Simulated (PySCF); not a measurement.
PySCF 2.14 output of an unrestricted BHandHLYP calculation on a single atom or ion in aug-cc-pVTZ-DK (6s5p3d2f, 50 functions), with the spin-free X2C one-electron Hamiltonian (Gaussian nucleus):

```
SCF conv_tol = 1e-09
number electrons alpha = 8  beta = 6
    A. D. Becke.,  J. Chem. Phys. 98, 1372 (1993)
    Defined through Gaussian implementation.
cycle= 1 E= -397.325240245372  delta_E= -0.00544  |g|= 0.02  |ddm|= 0.38
cycle= 2 E= -397.329806033996  delta_E= -0.00457  |g|= 0.0219  |ddm|= 0.27
cycle= 3 E= -397.333082061966  delta_E= -0.00328  |g|= 0.0259  |ddm|= 0.159
cycle= 4 E= -397.323660371684  delta_E= 0.00942  |g|= 0.0112  |ddm|= 0.723
cycle= 5 E= -397.323764816615  delta_E= -0.000104  |g|= 0.00838  |ddm|= 0.0753
cycle= 6 E= -397.323792304168  delta_E= -2.75e-05  |g|= 0.00127  |ddm|= 0.129
cycle= 7 E= -397.323781418604  delta_E= 1.09e-05  |g|= 0.000739  |ddm|= 0.0363
cycle= 8 E= -397.32378153799  delta_E= -1.19e-07  |g|= 3.28e-05  |ddm|= 0.0133
cycle= 9 E= -397.32378153916  delta_E= -1.17e-09  |g|= 1.84e-06  |ddm|= 0.000596
cycle= 10 E= -397.323781539165  delta_E= -4.95e-12  |g|= 2.26e-07  |ddm|= 3.6e-05
converged SCF energy = -397.323781539165  <S^2> = 2.0045768  2S+1 = 3.0030496
```

The run itself started from symmetry-adapted Hartree-Fock orbitals and held the occupation by maximum overlap, on a logarithmic radial grid, so the iterations belong to that start.

**Question.** Which element, charge and spin multiplicity is this?

**Answer.** S²⁺ (sulfur, charge +2), multiplicity 3; the state was [Ne] 3s2 3p1 4s1, high-spin 3P determinant (an excited configuration).

The outer electron is Rydberg-like, and this basis confines it to a smaller radius and binds it less than a complete one would.
